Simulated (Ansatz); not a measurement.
Total energies of Al₂S₂ (the lowest singlet isomer of a short search) from Ansatz at CCSD(T)/def2-TZVPP, gas phase (1 Eh = 27.2114 eV = 2625.5 kJ/mol). The reference geometry is relaxed at PBE0-D4/def2-TZVP.

```xyz
4

Al   -1.699    0.267   -1.738
Al    0.613   -0.085    0.640
S    -0.995    1.244    0.207
S     2.080   -1.426    0.891
```

| state | geometry | energy (Eh) |
| --- | --- | --- |
| charge 0 singlet | reference | -1279.56122 |
| charge 1 doublet | reference | -1279.23721 |
| charge 0 triplet | relaxed at PBE0-D4/def2-TZVP | -1279.49272 |
| charge 0 quintet | relaxed at PBE0-D4/def2-TZVP | -1279.45230 |
| free Al atom (doublet) | – | -241.92630 |
| free S atom (triplet) | – | -397.64674 |

Correlated methods freeze 20 core orbitals.

Problem. Work out the vertical ionisation energy to the doublet.

Solution. E(charge 1 doublet) − E(charge 0 singlet) = -1279.23721 − (-1279.56122) = 0.32401 Eh = 8.82 eV.

Problem. Which of the charge 0 states is lowest, and how far above it are the others?

Solution. The singlet. triplet: -1279.49272 − (-1279.56122) = 0.06850 Eh = 179.8 kJ/mol; quintet: -1279.45230 − (-1279.56122) = 0.10892 Eh = 286.0 kJ/mol. The triplet differs in its bonds from the reference. The quintet differs in its bonds from the reference.

Problem. What is the binding energy per atom against free atoms?

Solution. Atoms: 2 × (-241.92630) + 2 × (-397.64674) = -1279.14608 Eh. Binding: -1279.14608 − (-1279.56122) = 0.41514 Eh = 11.30 eV, or 2.82 eV for each of 4 atoms (no zero-point energy, no counterpoise term).

At CCSD(T)/def2-TZVPP the charge 0 triplet is spin-contaminated (final ⟨S²⟩ up to 2.12, 2.00 for a pure state). 

The structure comes from a short search, and lower isomers may exist.
